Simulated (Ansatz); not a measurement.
`N=C1N=C[SiH2]1`. Total charge 0; spin multiplicity 1. The geometry is a stationary point of PBE0-D4/def2-TZVP. It is one conformer, not always the lowest.

```xyz
9

N    -1.351    0.665   -1.532
C    -0.555    0.207   -0.680
N     0.092   -1.092   -0.684
C     0.795   -1.059    0.399
Si    0.297    0.675    0.954
H    -1.505   -0.020   -2.278
H     1.410   -1.909    0.684
H    -0.522    0.802    2.188
H     1.340    1.733    0.949
```

Task: What is the dipole moment at ωB97M-V/def2-TZVPP? (An estimate is asked.)

Result: Ansatz gave: 2.70 D, with components (1.65, -0.55, 2.06) D in this frame, pointing from negative to positive charge.

Task: And with PBE, r2SCAN, B3LYP? (Best estimate.)

Result: The calculation gave: PBE 2.38 D, r2SCAN 2.52 D, B3LYP 2.63 D.

Task: Give the Mulliken charges with ωB97M-V, r2SCAN, PBE in def2-TZVPP. (Estimate.)

Result: The calculation gave: 
| atom | ωB97M-V | r2SCAN | PBE |
| --- | --- | --- | --- |
| N1 | -0.23 | -0.29 | -0.19 |
| C2 | 0.00 | 0.06 | -0.03 |
| N3 | -0.14 | -0.19 | -0.10 |
| C4 | -0.10 | -0.02 | -0.05 |
| Si5 | 0.25 | 0.35 | 0.23 |
| H6 | 0.13 | 0.16 | 0.16 |
| H7 | 0.12 | 0.06 | 0.09 |
| H8 | -0.01 | -0.06 | -0.05 |
| H9 | -0.01 | -0.06 | -0.05 |

B3LYP here is the variant with VWN-RPA as its local correlation; programs differ in this.
